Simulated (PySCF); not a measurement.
Members of the series SiXY, Y = methyl; each row names its spin state. All species are isolated molecules in the gas phase. One relaxed conformer stands for each flexible species; it need not be the lowest. Strings in code marks are SMILES.

The highest occupied spin orbital from two functionals at the same geometries (PBE0-D3(BJ)/def2-SVP), both in PySCF: PBE-D3(BJ)/def2-TZVP and ωB97X-D3(BJ)/def2-TZVP. 

| species | PBE-D3(BJ)/def2-TZVP (eV) | ωB97X-D3(BJ)/def2-TZVP (eV) |
|---|---|---|
| X = H, multiplicity 3 (`C[SiH]` (excited triplet)) | -4.10 | -7.24 |
| X = fluoro, multiplicity 3 (`C[Si]F` (excited triplet)) | -3.69 | -6.94 |
| X = hydroxy, multiplicity 3 (`C[Si]O` (excited triplet; C–Si–O–H torsion 99°)) | -3.49 | -6.69 |
| X = amino, multiplicity 3 (`C[Si]N` (excited triplet)) | -3.49 | -6.65 |
| X = cyano, multiplicity 3 (`C[Si]C#N` (excited triplet)) | -4.87 | -7.95 |
| X = boryl, multiplicity 3 (`B[Si]C` (excited triplet)) | -5.24 | -8.10 |
| X = methoxy, multiplicity 3 (`O([Si]C)C` (excited triplet; C–O–Si–C torsion 99°)) | -3.44 | -6.61 |
| X = ethynyl, multiplicity 3 (`[Si](C#C)C` (excited triplet)) | -4.05 | -7.01 |
| X = mercapto, multiplicity 3 (`C[Si]S` (excited triplet; C–Si–S–H torsion 92°)) | -4.10 | -7.25 |

Over these rows, drawn at random from the members with no instability flagged (it was tested for open shells, ions and some series alone), PBE minus ωB97X-D3(BJ): mean +3.11 eV, from +2.86 eV to +3.25 eV.
